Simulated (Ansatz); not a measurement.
Geometry optimisation, RKS PBE/def2-SVP in Ansatz 0.2.0.

Input:

```yaml
crystal:
  periodic: [false, false, false]
  atoms:
    - { symbol: Ta, position_ang: [-0.241036, -0.43662, 0.063349] }
    - { symbol: O, position_ang: [2.94344, -0.133796, 0.410618] }
    - { symbol: H, position_ang: [2.346636, 0.190113, 1.130386] }
    - { symbol: "N", position_ang: [0.420506, 0.082079, 1.929373] }
    - { symbol: H, position_ang: [0.732119, -0.625546, 2.609271] }
    - { symbol: H, position_ang: [0.282153, 0.979511, 2.401578] }
    - { symbol: O, position_ang: [0.368362, 0.057963, -1.699156] }
    - { symbol: H, position_ang: [0.133058, -0.369114, -2.541323] }
    - { symbol: "N", position_ang: [-1.342312, 1.24893, 0.171273] }
    - { symbol: H, position_ang: [-1.809238, 1.658728, 0.988184] }
    - { symbol: H, position_ang: [-1.450257, 1.889661, -0.624575] }
    - { symbol: "N", position_ang: [-1.830105, -1.630739, 0.026814] }
    - { symbol: H, position_ang: [-2.803994, -1.319224, 0.006374] }
    - { symbol: H, position_ang: [-1.769654, -2.642126, 0.188314] }
    - { symbol: F, position_ang: [0.796309, -2.052759, 0.353584] }
    - { symbol: H, position_ang: [2.689511, -1.092862, 0.398435] }
basis:
  gaussian: { orbitals: def2-SVP }
hamiltonian:
  xc: pbe
relax:
  f_tol: 0.03
  max_steps: 50
output:
  orbitals: {}
```

Command:

```bash
$ ansatz run input.yaml --threads 4 --pin off --max-ram 5120MiB --backend cpu --events-out ev --progress --plain --runs-dir out
```

**Question.** Where does it end, and by what steps?

**Answer.** The forces met the threshold. After 16 steps the energy has fallen by 0.276 eV; O2 moved furthest, 0.87 Å. Joined: Ta1–O2 (3.22 → 2.39 Å).

```tsv
step	energy less start (eV)	largest force component (eV/Å)	accepted
0	0.0000	0.599	yes
1	0.0320	1.377	no
2	-0.0148	0.569	yes
3	-0.0379	0.598	yes
4	-0.0775	0.857	yes
5	-0.1508	1.162	yes
6	-0.1654	0.798	yes
7	-0.2316	0.311	yes
8	-0.2327	0.345	yes
9	-0.2583	0.392	yes
10	-0.2664	0.418	yes
11	-0.2708	0.285	yes
12	-0.2581	0.619	no
13	-0.2749	0.108	yes
14	-0.2756	0.044	yes
15	-0.2757	0.031	yes
16	-0.2758	0.009	yes
```

```xyz
16
Properties=species:S:1:pos:R:3
Ta -0.060 -0.527 0.088
O 2.190 0.266 0.225
H 1.964 0.205 1.217
N 0.444 -0.073 2.095
H 0.496 -0.850 2.766
H 0.168 0.778 2.596
O 0.411 -0.246 -1.789
H -0.155 -0.638 -2.478
N -0.979 1.266 0.143
H -1.386 1.756 0.946
H -1.026 1.878 -0.680
N -1.754 -1.571 0.028
H -2.699 -1.185 -0.044
H -1.783 -2.588 0.155
F 0.802 -2.226 0.510
H 2.835 -0.441 0.033
```

Whether the end is a true minimum wasn't checked by a vibrational analysis.

The run took 18 s on 4 threads of AMD EPYC 9R45 96-Core Processor (Zen 5), on a shared host, peak memory 0.26 GiB.
